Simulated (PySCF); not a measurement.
**Excitation energy of Ar⁺ by level of theory**

Ar⁺ [Ne] 3s2 3p5 (2P) → Ar⁺ [Ne] 3s1 3p5 3d1 (high-spin determinant), as a difference of total energies. All numbers are calculated (PySCF 2.14, the non-relativistic Hamiltonian (point nucleus), in aug-cc-pV(T+d)Z). Correlated levels: valence: [Ne] frozen. The calculations carry no spin-orbit coupling.

```json
{"method": "UHF", "excitation energy (eV)": "32.845"}
{"method": "MP2 (valence)", "excitation energy (eV)": "32.053"}
{"method": "SCS-MP2 (valence)", "excitation energy (eV)": "31.949"}
{"method": "CCSD (valence)", "excitation energy (eV)": "30.825"}
{"method": "CCSD(T) (valence)", "excitation energy (eV)": "30.162"}
```

**Question.** How much does correlation contribute at CCSD(T) (valence)?

**Answer.** 30.162 − (32.845) = -2.683 eV, measured against UHF.

The upper state lies above the first ionisation limit, where it may autoionise and the basis confines it.

The promoted electron is Rydberg-like, and one or two diffuse shells describe it only roughly, which tends to raise the upper state.

The coupled-cluster amplitudes are large for the upper state (T1 above 0.03 or a double amplitude above 0.15), so a single reference is strained.

The determinant of the upper state mixes LS terms, which raises its energy above the lowest term, most at the Hartree-Fock and MP2 levels.
